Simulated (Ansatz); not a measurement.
`[AlH2][O][GaH][SiH3]`, relaxed with RKS PBE0-D4/def2-TZVP in Ansatz 0.2.0 from a GFN2-xTB geometry. The force threshold is 0.005 eV/Å; the program also tests the step.

Charge 0, multiplicity 1.

Start:

```xyz
10

Al    1.381   -2.348    0.205
O     0.871   -0.792    0.521
Ga    0.328    0.909    0.804
Si   -1.461    1.588   -0.662
H     1.374   -3.401    1.325
H     1.859   -2.693   -1.215
H     1.217    1.535    2.002
H    -2.768    1.078   -0.201
H    -1.581    3.054   -0.760
H    -1.220    1.068   -2.021
```

```tsv
step	energy (eV)	largest force (eV/Å)	largest move (Å)
1	-68984.6520	0.833	0.000
2	-68984.7343	0.383	0.145
3	-68984.7440	0.092	0.035
4	-68984.7505	0.109	0.141
5	-68984.7507	0.218	0.195
6 (rejected)	-68984.7456	0.246	0.071
7	-68984.7558	0.067	0.035
8	-68984.7582	0.012	0.087
9	-68984.7595	0.079	0.146
10	-68984.7600	0.051	0.008
11	-68984.7605	0.005	0.029
12	-68984.7607	0.028	0.055
13 (rejected)	-68984.7585	0.137	0.131
14	-68984.7608	0.009	0.021
15	-68984.7608	0.008	0.011
16	-68984.7608	0.006	0.005
17	-68984.7608	0.004	0.003
```

End:

```xyz
10

Al    1.389   -2.366    0.205
O     0.925   -0.777    0.460
Ga    0.429    0.910    0.691
Si   -1.491    1.576   -0.601
H     0.742   -3.501    1.101
H     2.455   -2.675   -0.926
H     1.306    1.715    1.714
H    -2.721    0.984   -0.006
H    -1.662    3.054   -0.638
H    -1.373    1.080   -2.000
```

It took 40 s on 4 threads of an Intel Xeon Platinum 8488C on a shared host, with 0.59 GiB of host memory at the peak.
